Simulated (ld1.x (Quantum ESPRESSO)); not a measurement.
**S, TM: configuration errors across variants**

sulfur, norm-conserving Troullier–Martins (Kleinman–Bylander form), made with ld1.x (Quantum ESPRESSO) 7.5 (PBE, non-relativistic). Core [Ne], reference 3s2 3p3 (charge +1). Waves: 3p (bound): rc 1.65 bohr; 3s (bound): rc 1.35 bohr. Local part: the s channel. Core correction: none.

All-electron excitation energies from the reference (eV): (1) 3s2 3p4 -11.782; (2) 3s2 3p2 22.296; (3) 3s2 3p1 56.346; (4) 3s2 3p4.3 -13.495; (5) 3s2 3p3.5 -7.116; (6) 3s1 3p4 10.741; (7) 3s2 3p0 103.145.

Errors AE − PS in meV (a dash: test not solved or not reliable):

| change | (1) | (2) | (3) | (4) | (5) | (6) | (7) | bound ghosts |
| --- | --- | --- | --- | --- | --- | --- | --- | --- |
| base | +2.7 | +7.4 | +45 | +3.8 | +0.9 | +0.3 | +150 | none |
| all radii scaled by about 0.75 (s 1.02, p 1.24 bohr) | +5.3 | +13 | +79 | +7.6 | +1.7 | +18 | +266 | none |
| all radii scaled by about 0.81 (s 1.10, p 1.34 bohr) | +4.1 | +10 | +58 | +5.9 | +1.3 | +13 | +184 | none |
| all radii scaled by about 0.97 (s 1.30, p 1.60 bohr) | +2.8 | +7.7 | +46 | +4.0 | +0.9 | +0.6 | +156 | none |
| all radii scaled by about 1.09 (s 1.48, p 1.80 bohr) | +2.9 | +7.7 | +46 | +4.1 | +1.0 | +0.8 | +151 | none |
| all radii scaled by about 1.15 (s 1.56, p 1.90 bohr) | +3.3 | +8.1 | +47 | +4.7 | +1.1 | +1.7 | +150 | none |
| all radii scaled by about 1.25 (s 1.68, p 2.06 bohr) | +4.5 | +9.8 | +53 | +6.5 | +1.4 | +3.5 | +160 | none |
| all radii scaled by about 1.31 (s 1.76, p 2.16 bohr) | +5.6 | +11 | +59 | +8.2 | +1.7 | +4.8 | +171 | none |
| all radii scaled by about 1.36 (s 1.84, p 2.24 bohr) | +6.4 | +13 | +64 | +9.4 | +2.0 | +5.3 | +178 | none |

(1) Give the same row for: all radii scaled by about 0.92 (s 1.24, p 1.52 bohr).

Answers

(1) +3.0, +8.0, +48, +4.2, +1.0, +1.3, +160; bound ghosts: none.
